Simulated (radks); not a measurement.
Pt LV, configuration [Ar] 3d6 (the NIST ground configuration).

Calculated with a radial shooting solver on a logarithmic mesh with Libxc functionals: Dirac Kohn-Sham, relativistic LDA (MacDonald-Vosko exchange, VWN5 correlation), spin-unpolarised, spherical densities, finite nucleus; open shells fill j = l - 1/2 first; Fermi nuclear charge, rms radius 5.427 fm.

Energy parts (eV):
| part | energy |
|---|---|
| total | -430146.46 |
| kinetic | 498191.68 |
| electron-nucleus | -987525.87 |
| Hartree | 64171.25 |
| exchange-correlation | -4983.52 |

Orbitals (lengths in bohr, moments of r in powers of bohr; <r^-3> diverges for s and p1/2; r(max) is where P^2 peaks):
orbital  occ.  eigenvalue (eV)   r(max)       <r^4>  <r^-3>      <r>
1s1/2       2        -81162.24  0.01067   4.597e-07       -  0.01723
2s1/2       2        -17027.09  0.06158  0.00006568       -  0.07168
2p1/2       2        -16497.46  0.04539  0.00003896       -  0.05901
2p3/2       4        -14776.42  0.05258  0.00005898   19630  0.06728
3s1/2       2        -6270.297   0.1696    0.002046       -   0.1800
3p1/2       2        -6048.571   0.1577    0.001739       -   0.1696
3p3/2       4        -5631.130   0.1713    0.002297    5043   0.1830
3d3/2       4        -5287.773   0.1320    0.001418   893.6   0.1578
3d5/2       2        -5193.747   0.1357    0.001542   747.3   0.1619
4s1/2       0        -3194.047   0.3481     0.02552       -   0.3473
4p1/2       0        -3098.072   0.3408     0.02436       -   0.3405
4p3/2       0        -2945.164   0.3609     0.02980    1898   0.3588

The highest occupied level is 3d5/2 at -5193.7 eV. Summed over all electrons, <r^2> = 0.5164 bohr^2, which gives a Langevin (diamagnetic) susceptibility term of -0.409 x 10^-6 cm^3/mol. For comparison, the ionisation energy in NIST's Atomic Spectra Database is 5270 eV (theoretical). In exact Kohn-Sham theory the highest level is minus the ionisation energy, but local and semilocal functionals leave it too shallow, through self-interaction and a potential that decays too fast; potentials with the right tail come closer. The density falls to 0.001 e/bohr^3 at r = 0.59 bohr. The electron density at the nucleus is 1.935e+06 e/bohr^3.

Beside tabulated values, note that spin-unpolarised runs miss the spin-polarisation part of the exchange energy of open shells.
